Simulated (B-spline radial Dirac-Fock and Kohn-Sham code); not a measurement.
ΔSCF core binding energies without Breit or QED terms, calculated with a radial atomic solver.

A sound run for the W atom, [Xe] 4f14 5d4 6s2: The ground state converged in 11 iterations, with total energy -16156.13543 Ha, virial ratio 1.88821 and highest orbital energy -7.26 eV. ΔSCF binding energies: K (1s) 69877.6 eV, L3 (2p3/2) 10240.9 eV, M5 (3d5/2) 1818.7 eV.

A second run, with one unsound setting: The ground state converged in 11 iterations, with total energy -15955.84830 Ha, virial ratio 1.83738 and highest orbital energy -5.44 eV. ΔSCF binding energies: K (1s) 69708.9 eV, L3 (2p3/2) 10179.5 eV, M5 (3d5/2) 1912.5 eV.

```
iter   energy (Ha)        error
   1   -15948.33885094  4.98e+00
   2   -15950.37558121  1.53e+00
   3   -15955.83123345  9.88e-02
   4   -15955.84670540  6.27e-02
   5   -15955.84824627  5.50e-03
   6   -15955.84829289  1.68e-03
   7   -15955.84830105  2.40e-04
   8   -15955.84830211  3.89e-05
   9   -15955.84830218  9.33e-06
  11   -15955.84830218  2.67e-07
```

Question: Which fault fits the second run best?
A. mesh too coarse
B. functional not served
C. too few iterations
D. tolerance below the noise

Answer: A. The input had h = 0.9: h is too large to resolve the orbitals.
